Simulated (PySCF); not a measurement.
A structure optimised at B3LYP-D3(BJ)/def2-SVP, used in a PySCF frequency run:

```xyz
10

C      1.0934    -0.4407    -1.6309
Ge     0.3222     0.3780     0.0000
C      1.0934    -0.4407     1.6309
Cl    -1.8142    -0.1879     0.0000
H      0.5941    -0.0535    -2.5296
H      2.1706    -0.2223    -1.6857
H      0.9413    -1.5306    -1.5734
H      0.9413    -1.5306     1.5734
H      0.5941    -0.0535     2.5296
H      2.1706    -0.2223     1.6857
```
Charge 0, spin multiplicity 2.

Task: Write its SMILES, formula and point group.

Result: [CH3][Ge]([CH3])[Cl], C2H6ClGe, Cs

Task: What are its rotational constants (standard atomic weights)?

Result: 4.6754, 2.7263, 2.0030 GHz
